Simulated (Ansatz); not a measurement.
C2H6BFS (`FCCBS`) from Hartree–Fock to CCSD(T)

```xyz
11

F     0.107    1.632    1.303
C    -0.861    0.690    0.983
C    -0.464   -0.036   -0.281
B     0.890   -0.813   -0.151
S     2.111   -0.955   -1.429
H    -0.938    0.000    1.829
H    -1.808    1.225    0.871
H    -0.488    0.651   -1.132
H    -1.235   -0.797   -0.477
H     1.161   -1.414    0.847
H     1.526   -0.183   -2.363
```

The species carries charge 0 and has multiplicity 1. All single points use the PBE0-D4/def2-TZVP geometry. It is one conformer, not always the lowest. Frozen core, restricted reference, the Gaussian-basis code of Ansatz. CBS rows extrapolate triple and quadruple zeta; past MP2 they add the triple-zeta difference.

```tsv
basis	HF (Eh)	MP2 corr.	CCSD corr.	(T)	CCSD(T) total
def2-TZVPP	-601.00342	-0.87034	-0.91998	-0.03532	-601.95872
def2-QZVPP	-601.02362	-0.93844	–	–	–
CBS(def2)	-601.02640	-0.98889	-1.03853	as TZ	-602.10025
```
